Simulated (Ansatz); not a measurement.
`F[SiH]1[SiH2]S1`, relaxed with RKS PBE-D4/def2-SVP in Ansatz from a rough embedded geometry. The force threshold is 0.03 eV/Å; the program also tests the step.

Total charge 0; spin multiplicity 1.

Start:

```xyz
7

F    -2.135    0.779   -0.345
Si   -0.955    0.275    0.545
Si    0.745   -0.610   -0.518
S     0.836    1.396    0.066
H    -1.140    0.257    2.034
H     0.794   -0.729   -2.007
H     1.854   -1.368    0.225
```

```json
{"step": "1", "energy (eV)": "-29332.2314", "largest force (eV/Å)": "2.743", "largest move (Å)": "0.000"}
{"step": "2", "energy (eV)": "-29332.5580", "largest force (eV/Å)": "0.978", "largest move (Å)": "0.188"}
{"step": "3", "energy (eV)": "-29332.6061", "largest force (eV/Å)": "0.721", "largest move (Å)": "0.195"}
{"step": "4", "energy (eV)": "-29332.6362", "largest force (eV/Å)": "0.224", "largest move (Å)": "0.087"}
{"step": "5", "energy (eV)": "-29332.6375", "largest force (eV/Å)": "0.074", "largest move (Å)": "0.048"}
{"step": "6", "energy (eV)": "-29332.6405", "largest force (eV/Å)": "0.058", "largest move (Å)": "0.028"}
{"step": "7", "energy (eV)": "-29332.6412", "largest force (eV/Å)": "0.021", "largest move (Å)": "0.010"}
```

End:

```xyz
7

F    -2.262    0.770   -0.252
Si   -0.890    0.360    0.549
Si    0.844   -0.608   -0.523
S     0.861    1.516    0.089
H    -1.261    0.242    1.993
H     0.826   -0.823   -2.007
H     1.881   -1.457    0.151
```

It took 8.5 s on 2 threads of an Arm Neoverse V2 on a shared host, with 0.12 GiB of host memory at the peak.
